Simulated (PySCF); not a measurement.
A TDDFT job was run through a driver script with this input:

```
{"job": {"kind": "uv", "xc": "PBE0", "basis": "def2-SVPD", "nstates": 8, "ntriplets": 3}, "charge": 0, "multiplicity": 1}
C     -2.169438     0.660458     0.711350
Si    -1.913521    -0.299518    -0.902425
C     -0.419300    -1.483238    -0.675343
C      0.764690    -0.763182    -0.287841
C      1.736062    -0.127589     0.045611
Ge     3.253951     0.852195     0.569838
H     -2.966027     1.392143     0.615019
H     -1.262370     1.190152     0.991449
H     -2.429706    -0.002351     1.532609
H     -1.628771     0.613658    -2.014743
H     -3.083390    -1.131727    -1.218141
H     -0.644283    -2.229508     0.090162
H     -0.223262    -2.018630    -1.606168
H      4.456044     0.373769    -0.174917
H      3.038884     2.301636     0.276090
H      3.482837     0.680676     2.036040
```

Computed with TDDFT PBE0/def2-SVPD, vertical, gas phase, core orbitals frozen in the response (PySCF). Job line and output are in the format of a driver script around the code.

Task: What does the script print for it, SCF cycles aside?

Result: 
```
converged SCF energy = -2523.8387120695

Static polarisability (au): isotropic 106.206, principal 84.860 93.470 140.289

Singlet excitations
state   eV       nm        f      main configurations
  1   5.9463    208.5   0.00015   H->L+2 0.35, H->L+1 0.28, H->L 0.20
  2   6.2189    199.4   0.03512   H->L+1 0.35, H->L 0.19, H-1->L+2 0.14
  3   6.3049    196.6   0.00042   H-1->L+1 0.50, H-1->L 0.26
  4   6.5722    188.6   0.00206   H->L 0.45, H->L+2 0.45
  5   6.8782    180.3   0.00788   H-1->L 0.51, H-1->L+2 0.36
  6   7.0288    176.4   0.00765   H->L+3 0.94
  7   7.2259    171.6   0.06136   H->L+4 0.81, H->L+2 0.09
  8   7.3573    168.5   0.02638   H-1->L+3 0.86

Triplet excitations (Tamm-Dancoff, eV): 4.9916 5.4102 5.4368
```

Geometry: GFN2-xTB, one conformer, isolated molecule. The PBE0/def2-SVPD calculation is non-relativistic and has no spin–orbit coupling, an omission that weighs most on germanium.

H and L stand for HOMO and LUMO.

Conformer computed: `[CH3:1][SiH2:2][CH2:3][C:4]#[C:5][GeH3:6]`: C1–Si2–C3–C4 -57°.
